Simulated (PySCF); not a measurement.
Be(NH2)(OSiH3) (BeH5NOSi), SMILES [NH2][Be][O][SiH3]. Atoms are numbered in the order given.

```xyz
9

Be    -0.5110     0.6090     1.0614
N     -1.1047     1.2874     2.2557
H     -1.0361     0.9627     3.2158
H     -1.6444     2.1478     2.2403
O      0.0509    -0.0353    -0.0721
Si     0.6738    -0.7972    -1.3920
H     -0.3873    -1.5715    -2.1020
H      1.7547    -1.7417    -0.9816
H      1.2495     0.1988    -2.3436
```
Charge 0, spin multiplicity 1.

Geometry optimised at B3LYP-D3(BJ)/def2-SVP. The values are those of a single conformer.

The numbers are results of B3LYP/pcJ-1 (PySCF), not measurements.

Isotropic couplings with Fermi-contact, spin-dipole and both spin-orbit terms, one fixed conformer, no vibrational averaging. Isotopes: 14N, 1H, 29Si.

Computed spin–spin coupling constants:
```json
[
 {"pair": "N2–H3", "bonds apart": "1", "J (Hz)": "55.2"},
 {"pair": "N2–H4", "bonds apart": "1", "J (Hz)": "55.2"},
 {"pair": "Si6–H7", "bonds apart": "1", "J (Hz)": "-232.9"},
 {"pair": "Si6–H8", "bonds apart": "1", "J (Hz)": "-232.9"},
 {"pair": "Si6–H9", "bonds apart": "1", "J (Hz)": "-233.1"},
 {"pair": "H3–H4", "bonds apart": "2", "J (Hz)": "-11.1"},
 {"pair": "H7–H8", "bonds apart": "2", "J (Hz)": "15.6"},
 {"pair": "H7–H9", "bonds apart": "2", "J (Hz)": "15.9"},
 {"pair": "H8–H9", "bonds apart": "2", "J (Hz)": "15.2"}
]
```
